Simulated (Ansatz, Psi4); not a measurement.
Here is a job for Ansatz (an electronic-structure program).
Ansatz 0.2 input:
```yaml
crystal:
  periodic: [false, false, false]
  atoms:
    - {symbol: Pb, position_ang: [0.00765115, -0.01117216, 0.46344358]}
    - {symbol: Cl, position_ang: [1.26191218, 1.44651416, -1.10463352]}
    - {symbol: Cl, position_ang: [-1.29881774, -1.39262489, -1.13080023]}
basis:
  gaussian:
    orbitals: def2-SVPD
hamiltonian:
  xc: {name: wB97X}
accuracy: high
```

Task: Give the equivalent Psi4 input.

Result: Several could match; the one computed here: 
```
memory 2 GB

molecule {
0 1
  Pb    0.00765115   -0.01117216    0.46344358
  Cl    1.26191218    1.44651416   -1.10463352
  Cl   -1.29881774   -1.39262489   -1.13080023
}

set basis def2-svpd
set scf_type pk
set puream true
set d_convergence 1e-8
set dft_radial_points 99
set dft_spherical_points 590

energy('wb97x')
print_variables()
```

Both were run: Ansatz gave -1113.145317 Eh and Psi4 -1113.145877 Eh, 0.560 mEh apart.
